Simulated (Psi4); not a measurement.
Input file for Psi4: SAPT0/aug-cc-pVDZ on CH5FSe (a complex), monomers drawn apart or pushed together.

```
memory 2025 MB

molecule dimer {
0 1
C    -0.24367259   -0.09483055   -0.40008142
F     0.25328633   -1.22183524    0.25290307
H     0.49330603    0.23447330   -1.13322222
H    -1.17646022   -0.36450977   -0.89614617
H    -0.41956330    0.68409243    0.34183621
--
0 1
Se   -0.23964647   -0.42058292    3.05357362
H     0.32444128    0.25451062    4.23293930
H     1.09615607   -0.69410355    2.50992619
units angstrom
symmetry c1
no_reorient
no_com
}

set {
  basis aug-cc-pVDZ
  scf_type df
  freeze_core true
}

energy('sapt0')
```

The log:

```
[...]
==> Input File <==

--------------------------------------------------------------------------
memory 2025 MB

molecule dimer {
0 1
C    -0.24367259   -0.09483055   -0.40008142
F     0.25328633   -1.22183524    0.25290307
H     0.49330603    0.23447330   -1.13322222
H    -1.17646022   -0.36450977   -0.89614617
H    -0.41956330    0.68409243    0.34183621
--
0 1
Se   -0.23964647   -0.42058292    3.05357362
H     0.32444128    0.25451062    4.23293930
H     1.09615607   -0.69410355    2.50992619
units angstrom
symmetry c1
no_reorient
no_com
}

set {
  basis aug-cc-pVDZ
  scf_type df
  freeze_core true
}

energy('sapt0')
--------------------------------------------------------------------------


   => Loading Basis Set <=

    Name: AUG-CC-PVDZ
    Role: ORBITAL
    Keyword: BASIS
    atoms 1        entry C          line   182 file aug-cc-pvdz.gbs
    atoms 2        entry F          line   290 file aug-cc-pvdz.gbs
    atoms 3-5, 7-8 entry H          line    40 file aug-cc-pvdz.gbs
    atoms 6        entry SE         line  3217 file aug-cc-pvdz.gbs

   => Loading Basis Set <=

    Name: AUG-CC-PVDZ
    Role: ORBITAL
    Keyword: BASIS
    atoms 1        entry C          line   182 file aug-cc-pvdz.gbs
    atoms 2        entry F          line   290 file aug-cc-pvdz.gbs
    atoms 3-5, 7-8 entry H          line    40 file aug-cc-pvdz.gbs
    atoms 6        entry SE         line  3217 file aug-cc-pvdz.gbs


  //>>>>>>>>>>>>>>>>>>>>>>>>>>>>>>>>>>>//
  //              Dimer HF             //
  //<<<<<<<<<<<<<<<<<<<<<<<<<<<<<<<<<<<//

   => Libint2 <=

    Primary   basis highest AM E, G, H:  7, 6, 3
    Auxiliary basis highest AM E, G, H:  7, 7, 4
    Onebody   basis highest AM E, G, H:  -, -, -
    Solid Harmonics ordering:            Gaussian


   => Loading Basis Set <=

    Name: AUG-CC-PVDZ
    Role: ORBITAL
    Keyword: BASIS
    atoms 1        entry C          line   182 file aug-cc-pvdz.gbs
    atoms 2        entry F          line   290 file aug-cc-pvdz.gbs
    atoms 3-5, 7-8 entry H          line    40 file aug-cc-pvdz.gbs
    atoms 6        entry SE         line  3217 file aug-cc-pvdz.gbs


         ---------------------------------------------------------
                                   SCF
               by Justin Turney, Rob Parrish, Andy Simmonett
                          and Daniel G. A. Smith
                              RHF Reference
                        1 Threads,   1931 MiB Core
         ---------------------------------------------------------

  ==> Geometry <==

    Molecular point group: c1
    Full point group: C1

    Geometry (in Angstrom), charge = 0, multiplicity = 1:

       Center              X                  Y                   Z               Mass
    ------------   -----------------  -----------------  -----------------  -----------------
         C           -0.243672590000    -0.094830550000    -0.400081420000    12.000000000000
         F            0.253286330000    -1.221835240000     0.252903070000    18.998403162730
         H            0.493306030000     0.234473300000    -1.133222220000     1.007825032230
         H           -1.176460220000    -0.364509770000    -0.896146170000     1.007825032230
         H           -0.419563300000     0.684092430000     0.341836210000     1.007825032230
         SE          -0.239646470000    -0.420582920000     3.053573620000    79.916521800000
         H            0.324441280000     0.254510620000     4.232939300000     1.007825032230
         H            1.096156070000    -0.694103550000     2.509926190000     1.007825032230

  Running in c1 symmetry.

  Rotational constants: A =      0.49043  B =      0.02110  C =      0.02047 [cm^-1]
  Rotational constants: A =  14702.62548  B =    632.46267  C =    613.79247 [MHz]
  Nuclear repulsion =  168.071034367924398

  Charge       = 0
  Multiplicity = 1
  Electrons    = 54
  Nalpha       = 27
  Nbeta        = 27

  ==> Algorithm <==

  SCF Algorithm Type is DF.
  DIIS enabled.
  MOM disabled.
  Fractional occupation disabled.
  Guess Type is SAD.
  Energy threshold   = 1.00e-08
  Density threshold  = 1.00e-08
  Integral threshold = 1.00e-12

  ==> Primary Basis <==

  Basis Set: AUG-CC-PVDZ
    Blend: AUG-CC-PVDZ
    Number of shells: 57
    Number of basis functions: 127
    Number of Cartesian functions: 134
    Spherical Harmonics?: true
    Max angular momentum: 2

   => Loading Basis Set <=

    Name: (AUG-CC-PVDZ AUX)
    Role: JKFIT
    Keyword: DF_BASIS_SCF
    atoms 1        entry C          line   154 file aug-cc-pvdz-jkfit.gbs
    atoms 2        entry F          line   328 file aug-cc-pvdz-jkfit.gbs
    atoms 3-5, 7-8 entry H          line    70 file aug-cc-pvdz-jkfit.gbs
    atoms 6        entry SE         line  1269 file aug-cc-pvdz-jkfit.gbs

  ==> Integral Setup <==

  DFHelper Memory: AOs need 0.068 GiB; user supplied 1.414 GiB.
  SCF_SUBTYPE=INCORE selected. In-core MEM_DF algorithm will be used.
  Using in-core AOs.

  ==> MemDFJK: Density-Fitted J/K Mat
[...]
              -3392.8584570759835515
    Two-Electron Energy =                 967.7752121531593730
    Total Energy =                      -2400.3475159250047000

Computation Completed


Properties will be evaluated at   0.000000,   0.000000,   0.000000 [a0]

Properties computed using the SCF density matrix


 Multipole Moments:

 ------------------------------------------------------------------------------------
     Multipole            Electronic (a.u.)      Nuclear  (a.u.)        Total (a.u.)
 ------------------------------------------------------------------------------------

 L = 1.  Multiply by 2.5417464519 to convert [e a0] to [Debye]
 Dipole X            :         13.0208160          -12.7129107            0.3079052
 Dipole Y            :         27.9187517          -27.8534523            0.0652993
 Dipole Z            :       -208.8353968          208.9363758            0.1009790
 Magnitude           :                                                    0.3305547

 ------------------------------------------------------------------------------------

  Constructing Basis Sets for SAPT...

   => Loading Basis Set <=

    Name: (AUG-CC-PVDZ AUX)
    Role: RIFIT
    Keyword: DF_BASIS_SAPT
    atoms 1        entry C          line   112 file aug-cc-pvdz-ri.gbs
    atoms 2        entry F          line   250 file aug-cc-pvdz-ri.gbs
    atoms 3-5, 7-8 entry H          line    30 file aug-cc-pvdz-ri.gbs
    atoms 6        entry SE         line   900 file aug-cc-pvdz-ri.gbs

   => Loading Basis Set <=

    Name: (AUG-CC-PVDZ AUX)
    Role: JKFIT
    Keyword: DF_BASIS_ELST
    atoms 1        entry C          line   154 file aug-cc-pvdz-jkfit.gbs
    atoms 2        entry F          line   328 file aug-cc-pvdz-jkfit.gbs
    atoms 3-5, 7-8 entry H          line    70 file aug-cc-pvdz-jkfit.gbs
    atoms 6        entry SE         line  1269 file aug-cc-pvdz-jkfit.gbs


  //>>>>>>>>>>>>>>>>>>>>>>>>>>>>>>>>>>>//
  //               SAPT0               //
  //<<<<<<<<<<<<<<<<<<<<<<<<<<<<<<<<<<<//



        SAPT0
    Ed Hohenstein
     6 June 2009

      Orbital Information
  --------------------------
    NSO        =       127
    NMO        =       127
    NRI        =       389
    NRI (Elst) =       526
    NOCC A     =         9
    NOCC B     =        18
    FOCC A     =         2
    FOCC B     =         9
    NVIR A     =       118
    NVIR B     =       109

    Elst10,r            =    -0.008118320626 [Eh]
    Exch10              =     0.012759532184 [Eh]
    Exch10 (S^2)        =     0.012688906026 [Eh]

    Maxiter = 50
    CPHF R converge = 1.000000E-08

    Iter     Energy [mEh]          dE [mEh]         Residual      Time [s]
       1      -1.59737319       1.597373185     5.628316e-03             0
       2      -1.92883993       0.331466747     1.172841e-03             0
       3      -1.92002801      -0.008811921     4.790991e-04             0
       4      -1.91584800      -0.004180015     1.193930e-04             0
       5      -1.91633403       0.000486028     3.771462e-05             0
       6      -1.91667142       0.000337398     9.345894e-06             0
       7      -1.91662118      -0.000050241     2.321158e-06             0
       8      -1.91661164      -0.000009541     4.137373e-07             0
       9      -1.91661529       0.000003649     8.291004e-08             1
      10      -1.91661473      -0.000000557     1.623759e-08             1
      11      -1.91661479       0.000000053     3.743949e-09             1

    CHF Iterations converged

    Maxiter = 50
    CPHF R converge = 1.000000E-08

    Iter     Energy [mEh]          dE [mEh]         Residual      Time [s]
       1      -3.29763384       3.297633843     8.048338e-03             0
       2      -4.04883886       0.751205013     2.289071e-03             0
       3      -4.08982436       0.040985508     6.646323e-04             0
       4      -4.06361622      -0.026208148     1.769484e-04             0
       5      -4.06723957       0.003623353     6.632371e-05             0
       6      -4.06765582       0.000416251     1.995024e-05             0
       7      -4.06729245      -0.000363374     4.489207e-06             0
       8      -4.06731577       0.000023324     1.272867e-06             0
       9      -4.06732930       0.000013533     3.978299e-07             0
      10      -4.06732435      -0.000004948     7.198432e-08             0
      11      -4.06732498       0.000000628     1.433727e-08             0
      12      -4.06732491      -0.000000076     2.771708e-09             0

    CHF Iterations converged

    Ind20,r (A<-B)      =    -0.001916614787 [Eh]
    Ind20,r (B<-A)      =    -0.004067324907 [Eh]
    Ind20,r             =    -0.005983939694 [Eh]
    Exch-Ind20,r (A<-B) =     0.001546945084 [Eh]
    Exch-Ind20,r (B<-A) =     0.003727246462 [Eh]
    Exch-Ind20,r        =     0.005274191546 [Eh]
    Disp20              =    -0.005941519390 [Eh]
    Disp20 (SS)         =    -0.002970759695 [Eh]
    Disp20 (OS)         =    -0.002970759695 [Eh]
    Exch-Disp20         =     0.000934262841 [Eh]
    Exch-Disp20 (SS)    =     0.000554215278 [Eh]
    Exch-Disp20 (OS)    =     0.000380047563 [Eh]

    SAPT Results
  --------------------------------------------------------------------------------------------------------
    Electrostatics                 -8.11832063 [mEh]      -5.09432310 [kcal/mol]     -21.31464787 [kJ/mol]
      Elst10,r                     -8.11832063 [mEh]      -5.09432310 [kcal/mol]     -21.31464787 [kJ/mol]

    Exchange                       12.75953218 [mEh]       8.00672733 [kcal/mol]      33.50014713 [kJ/mol]
      Exch10                       12.75953218 [mEh]       8.00672733 [kcal/mol]      33.50014713 [kJ/mol]
      Exch10(S^2)                  12.68890603 [mEh]       7.96240874 [kcal/mol]      33.31471818 [kJ/mol]

    Induction                      -1.73179629 [mEh]      -1.08671858 [kcal/mol]      -4.54683054 [kJ/mol]
      Ind20,r                      -5.98393969 [mEh]      -3.75497885 [kcal/mol]     -15.71083150 [kJ/mol]
      Exch-Ind20,r                  5.27419155 [mEh]       3.30960516 [kcal/mol]      13.84738800 [kJ/mol]
      delta HF,r (2)               -1.02204814 [mEh]      -0.64134489 [kcal/mol]      -2.68338703 [kJ/mol]

    Dispersion                     -5.00725655 [mEh]      -3.14210092 [kcal/mol]     -13.14655026 [kJ/mol]
      Disp20                       -5.94151939 [mEh]      -3.72835971 [kcal/mol]     -15.59945701 [kJ/mol]
      Exch-Disp20                   0.93426284 [mEh]       0.58625878 [kcal/mol]       2.45290675 [kJ/mol]
      Disp20 (SS)                  -2.97075969 [mEh]      -1.86417985 [kcal/mol]      -7.79972850 [kJ/mol]
      Disp20 (OS)                  -2.97075969 [mEh]      -1.86417985 [kcal/mol]      -7.79972850 [kJ/mol]
      Exch-Disp20 (SS)              0.55421528 [mEh]       0.34777534 [kcal/mol]       1.45509201 [kJ/mol]
      Exch-Disp20 (OS)              0.38004756 [mEh]       0.23848345 [kcal/mol]       0.99781474 [kJ/mol]

  Total HF                          2.90941527 [mEh]       1.82568564 [kcal/mol]       7.63866873 [kJ/mol]
  Total SAPT0                      -2.09784128 [mEh]      -1.31641528 [kcal/mol]      -5.50788153 [kJ/mol]

  Special recipe for scaled SAPT0 (see Manual):
    Electrostatics sSAPT0          -8.11832063 [mEh]      -5.09432310 [kcal/mol]     -21.31464787 [kJ/mol]
    Exchange sSAPT0                12.75953218 [mEh]       8.00672733 [kcal/mol]      33.50014713 [kJ/mol]
    Induction sSAPT0               -1.64323711 [mEh]      -1.03114686 [kcal/mol]      -4.31431845 [kJ/mol]
    Dispersion sSAPT0              -4.99156930 [mEh]      -3.13225703 [kcal/mol]     -13.10536339 [kJ/mol]
  Total sSAPT0                     -1.99359486 [mEh]      -1.25099966 [kcal/mol]      -5.23418257 [kJ/mol]
  --------------------------------------------------------------------------------------------------------



*** Psi4 exiting successfully. Buy a developer a beer!
```

The run finished.

Cost: roughly 26 core-seconds.
